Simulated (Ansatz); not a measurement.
Cartesian coordinates in Å:
```
C 0.3556 0.6027 -1.6724
Si 1.0649 -0.4477 -0.3086
S -0.4284 -1.5676 0.7518
C -1.1822 -0.2340 1.6952
F -1.9594 0.5961 0.9175
H 1.1497 1.1502 -2.1872
H -0.3580 1.3215 -1.2650
H -0.1669 -0.0199 -2.4016
H 1.9912 -1.4797 -0.8411
H 1.7736 0.4015 0.6891
H -0.4165 0.3772 2.1772
H -1.8236 -0.7004 2.4451
```

The species carries charge 0 and has multiplicity 1.

Problem. List the r2SCAN/def2-TZVPP orbital energies in eV (the Gaussian-basis code of Ansatz). (Best estimate.)

Solution. Computed: Occupied: -2409.04, -1791.38, -666.28, -276.10, -272.80, -213.48, -157.57, -157.46, -157.36, -141.79, -96.70, -96.64, -96.61, -31.84, -20.36, -18.40, -16.71, -13.45, -12.99, -12.68, -11.46, -10.52, -10.51, -9.25, -8.96, -8.58, -8.30, -7.67, -6.42. Lowest empty: -0.24, 0.20, 0.64, 0.97, 1.52, 1.93, 2.37, 2.68.
